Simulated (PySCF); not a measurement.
Atom-mapped SMILES (the numbers label the heavy atoms): `[SiH3:1][c:2]1[cH:3][cH:4][cH:5][c:6]2[n:7][n:8][nH:9][c:10]12`. Each H is labelled by its parent atom.

How the numbers were obtained: GFN2-xTB geometry, GIAO PBE0/pcSseg-1 shieldings, in PySCF 2.14 (non-relativistic Hamiltonian, gas phase, single conformer, rapidly exchanging positions averaged).

Scale: 13C (σref 186.93) and 1H (σref 31.72) and 29Si (σref 349.16) vs TMS; 15N (σref 267.73) against NH3 (reference shieldings calculated alike).

| atoms | nucleus | count | Hirshfeld charge | δ (ppm) |
| --- | --- | --- | --- | --- |
| H(C3) | 1H | 1 | 0.05 | 7.97 |
| H(C4) | 1H | 1 | 0.05 | 7.72 |
| H(N9) | 1H | 1 | 0.16 | 11.42 |
| C6 | 13C | 1 | 0.01 | 147.3 |
| H(C5) | 1H | 1 | 0.06 | ? |
| H(Si1) | 1H | 3 | -0.07 | 4.80 |
| C4 | 13C | 1 | -0.05 | ? |
| C2 | 13C | 1 | -0.11 | 113.3 |
| C3 | 13C | 1 | -0.04 | 140.2 |
| C10 | 13C | 1 | 0.03 | ? |
| N8 | 15N | 1 | -0.06 | 413.8 |
| C5 | 13C | 1 | -0.03 | ? |
| Si1 | 29Si | 1 | 0.31 | -77.9 |
| N9 | 15N | 1 | -0.02 | 235.1 |
| N7 | 15N | 1 | -0.13 | ? |

Q: Complete the table.

A: 
- C10: 145.0 ppm, ring-fusion aromatic carbon
- C5: 129.0 ppm, aromatic CH; the aromatic region
- C4: 127.8 ppm, aromatic CH; the aromatic region
- H(C5): 8.60 ppm, hydrogen on an aromatic CH; aromatic region
- N7: 379.5 ppm, pyridine-type nitrogen of an azole

Exchangeable OH/NH protons stand at their gas-phase positions; hydrogen bonding in a real sample shifts them, mostly to higher δ. Shifts are as computed. Against solution values, carbons near 30 ppm lie about +3 ppm off and those near 130 ppm about +5 ppm. Of 1211 compounds with measured shifts, 218 miss one by over three times the rms of a fit or turn the order of signals round; such compounds aren't used in these exercises. Experimental scales use liquid or dissolved standards, which lie at an offset from isolated NH3 (liquid NH3: subtract about 20 ppm). Unscaled 15N shifts of sp2 nitrogen come out 20 to 40 ppm too high even then.
